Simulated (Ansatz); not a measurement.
CdF2. Charge 0, multiplicity 1. Geometry PBE0-D4/def2-TZVP; atoms count from 1.

```xyz
3

Cd    0.000    0.000    0.000
F    -1.055   -1.604   -0.090
F     1.055    1.604    0.090
```

In the def2 sets Cd takes a core potential; there is no spin–orbit coupling.

Question: Estimate the Mulliken populations from the PBE0/def2-TZVP orbitals of Ansatz.

Answer: 
| atom | charge (e) | d electrons |
| --- | --- | --- |
| Cd1 | 1.11 | 9.99 |
| F2 | -0.55 | – |
| F3 | -0.55 | – |
Mulliken values and Mayer orders depend strongly on the basis.

Question: And the Mayer bond orders between bonded heavy atoms (over 0.3)?

Answer: Cd1–F2 0.71 (1.92 Å); Cd1–F3 0.71 (1.92 Å).
